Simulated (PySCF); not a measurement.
# How methods differ on the ionisation energy of Sr+

Sr+ [Kr] 5s1 (2S) → Sr(2+) [Kr] (1S), as a difference of total energies. Calculation: PySCF 2.14, in aug-cc-pwCVTZ-X2C with one added diffuse shell each of s, p, d, f type (11s10p8d4f, 109 functions); scalar relativity by spin-free X2C-1e. Correlated levels: valence and next inner shell: [Ar] 3d10 frozen. The calculations carry no spin-orbit coupling.

```
                                method  ionisation energy (eV)  error (eV)
                                   UHF                  10.446      -0.584
    MP2 (valence and next inner shell)                  10.966      -0.064
SCS-MP2 (valence and next inner shell)                  10.865      -0.165
   CCSD (valence and next inner shell)                  10.938      -0.092
CCSD(T) (valence and next inner shell)                  10.975      -0.055
```

Reference: 11.030 eV (measured; NIST Atomic Spectra Database, ionization energies).

Errors of the correlated levels include the incompleteness of this basis and the frozen core.
